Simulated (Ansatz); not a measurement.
MCl3 with several metals: gap (eV) at several levels, gas phase, relaxed structures; Ansatz. Core potentials for Ce, Dy, Er, Gd, La, Tb, Y in the def2 sets, no spin–orbit coupling. HOMO and LUMO are taken over both spins. With an open 4f shell the SCF may have ended above the lowest state. Singlets are spin-restricted. A dash marks a value that wasn't run or was left out as unsound. The structures are stationary points that may keep the symmetry of their start.

| species | state | geometry | PBE-D4/def2-SVP | PBE-D4/def2-TZVP | r2SCAN-D4/def2-TZVP | B97M-V/def2-TZVP | PBE0-D4/def2-SVP | PBE0-D4/def2-TZVP |
| --- | --- | --- | --- | --- | --- | --- | --- | --- |
| FeCl3 | sextet | r2SCAN-D4/def2-SVP | 0.85 | 0.87 | 1.70 | 1.86 | 3.94 | 4.05 |
| TiCl3 | doublet | r2SCAN-D4/def2-SVP | 1.12 | 1.11 | 1.87 | 1.97 | 4.48 | 4.44 |
| LaCl3 | singlet | PBE-D4/def2-SVP | 3.94 | 4.06 | 4.79 | 4.58 | 5.97 | 6.08 |
| YCl3 | singlet | PBE-D4/def2-SVP | 3.96 | 4.05 | 4.78 | 4.63 | 6.11 | 6.20 |
| CeCl3 | doublet | r2SCAN-D4/def2-SVP | 0.54 | 0.55 | 1.19 | 1.65 | 5.30 | 5.36 |
| GdCl3 | octet | PBE-D4/def2-SVP | 2.47 | 2.51 | 4.40 | 4.17 | 5.76 | 5.89 |
| DyCl3 | sextet | PBE0-D4/def2-SVP | 0.81 | 0.82 | 1.99 | – | 5.55 | 5.68 |
| ErCl3 | quartet | r2SCAN-D4/def2-SVP | 1.05 | 1.07 | 2.99 | – | 5.59 | 5.71 |

Question: Estimate the rows for CrCl3 (quartet, B3LYP-D4/def2-SVP geometry); ScCl3 (singlet, B3LYP-D4/def2-SVP geometry); VCl3 (triplet, r2SCAN-D4/def2-SVP geometry); TbCl3 (septet, B3LYP-D4/def2-SVP geometry).

Answer: 
```json
{"species": "CrCl3", "state": "quartet", "geometry": "B3LYP-D4/def2-SVP", "PBE-D4/def2-SVP": "0.95", "PBE-D4/def2-TZVP": "0.96", "r2SCAN-D4/def2-TZVP": "1.31", "B97M-V/def2-TZVP": "1.42", "PBE0-D4/def2-SVP": "3.69", "PBE0-D4/def2-TZVP": "3.86"}
{"species": "ScCl3", "state": "singlet", "geometry": "B3LYP-D4/def2-SVP", "PBE-D4/def2-SVP": "3.58", "PBE-D4/def2-TZVP": "3.69", "r2SCAN-D4/def2-TZVP": "4.24", "B97M-V/def2-TZVP": "4.19", "PBE0-D4/def2-SVP": "5.86", "PBE0-D4/def2-TZVP": "5.99"}
{"species": "VCl3", "state": "triplet", "geometry": "r2SCAN-D4/def2-SVP", "PBE-D4/def2-SVP": "0.36", "PBE-D4/def2-TZVP": "0.37", "r2SCAN-D4/def2-TZVP": "1.20", "B97M-V/def2-TZVP": "1.44", "PBE0-D4/def2-SVP": "3.85", "PBE0-D4/def2-TZVP": "3.88"}
{"species": "TbCl3", "state": "septet", "geometry": "B3LYP-D4/def2-SVP", "PBE-D4/def2-SVP": "0.74", "PBE-D4/def2-TZVP": "0.74", "r2SCAN-D4/def2-TZVP": "1.72", "B97M-V/def2-TZVP": "–", "PBE0-D4/def2-SVP": "5.76", "PBE0-D4/def2-TZVP": "5.87"}
```

Over the 9 species that have every level, the mean is 1.98 at PBE-D4/def2-SVP, 2.02 at PBE-D4/def2-TZVP, 2.83 at r2SCAN-D4/def2-TZVP, 2.88 at B97M-V/def2-TZVP, 5.00 at PBE0-D4/def2-SVP, 5.08 at PBE0-D4/def2-TZVP. Orbital gaps grow with the share of exact exchange and aren't one observable across functionals.
